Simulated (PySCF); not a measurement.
## Reading a saddle point

A first-order saddle point of BHClOF, closed shell, PBE0-D4/def2-TZVP, with one imaginary mode of 957i cm⁻¹:

```xyz
5
angstrom
B -0.4886 0.2892 0.3352
Cl 1.2530 -1.1017 -0.1264
O -0.4661 0.8226 -0.7940
H 0.6136 -0.1054 -0.9462
F -0.9121 0.0953 1.5313
```

Computed with PySCF 2.14 with density fitting (its default auxiliary sets; JK sets also for MP2 and CCSD(T)) (basis: def2-TZVPP and def2-QZVPP); correlated methods freeze the cores. Extrapolation: Hartree–Fock as exp(−7.88 √X), correlation as X^−2.97.

Problem. Which contacts change along the imaginary mode, and what lies on either side? (A judgement: the text doesn't fix the answer.)

Solution. The calculation gives: The step is BHClOF ([OH][B]([F])[Cl]) → BOF + HCl, with the molecules in contact on both sides. Shortening one way: Cl2–H4; lengthening the same way: B1–Cl2, O3–H4.
```csv
pair,one side (Å),saddle (Å),other side (Å)
Cl2–H4,2.75,1.44,1.29
B1–Cl2,1.76,2.28,4.28
O3–H4,0.96,1.43,1.91
```

Problem. Which side is lower, and how far does the saddle lie above each? (To be estimated.)

Solution. The calculation gives: The side with B1–Cl2, O3–H4 short is lower by 41.50 kcal/mol; the saddle lies 57.30 kcal/mol above it and 15.80 kcal/mol above the other (CCSD(T) at an estimated basis limit (MP2 extrapolated from triple and quadruple zeta, plus CCSD(T) − MP2 in triple zeta); electronic energies).

No T1 diagnostic of these runs exceeds 0.016.

Labels in which every atom is bracketed show which atoms are joined, not bond orders.

For scale, one of the runs: CCSD(T)/def2-TZVPP, 149 basis functions, launched by `OMP_NUM_THREADS=4 python run.py`. The run took 2 min on 4 CPU threads of an Arm Neoverse V1 (shared host), with 1.2 GiB of host memory at its peak.
